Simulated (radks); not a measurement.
The numbers below are computed, except where a source is named.
How relativity changes the ionisation of neutral titanium ([Ar] 3d2 4s2) to Ti+ ([Ar] 3d2 4s1). Spin-unpolarised spherical Kohn-Sham, PBEsol, point nucleus unless stated (finite: rms radius 3.5921 fm), a radial shooting solver on a logarithmic mesh with Libxc functionals. A level marked "c x" has the speed of light scaled by that factor and shares open shells by 2j + 1; other Dirac levels either fill j = l - 1/2 first or share by 2j + 1.

level,E(Ti) (hartree),E(Ti+) (hartree),IE (eV),HOMO,<r> HOMO (bohr)
non-rel.,-848.12835,-847.86015,7.298,3d,1.601
scalar-rel.,-852.59919,-852.32875,7.359,3d,1.617
"scalar-rel., finite nucleus",-852.59738,-852.32694,7.359,3d,1.617
"Dirac, 2j+1 shares",-852.60773,-852.33728,7.359,3d5/2,1.620
"Dirac, low j first",-852.60977,-852.33943,7.356,3d3/2,1.615
"Dirac, 2j+1 shares, finite nucleus",-852.60592,-852.33547,7.359,3d5/2,1.620
"Dirac, c x 0.85",-854.35870,-854.08737,7.383,3d5/2,1.627
"Dirac, c x 1.5",-850.10523,-849.83604,7.325,3d5/2,1.609
"Dirac, c x 5",-848.30537,-848.03708,7.301,3d5/2,1.602

NIST Atomic Spectra Database: 6.828 eV (measured). The relativistic part of the total energy of Ti is -4.478 hartree (Dirac, 2j+1 shares, finite nucleus), 0.53 % of the non-relativistic value. Spin polarisation and multiplet splitting of open shells are left out at every level.

Beside tabulated values, note that spin-unpolarised runs miss the spin-polarisation part of the exchange energy of open shells.
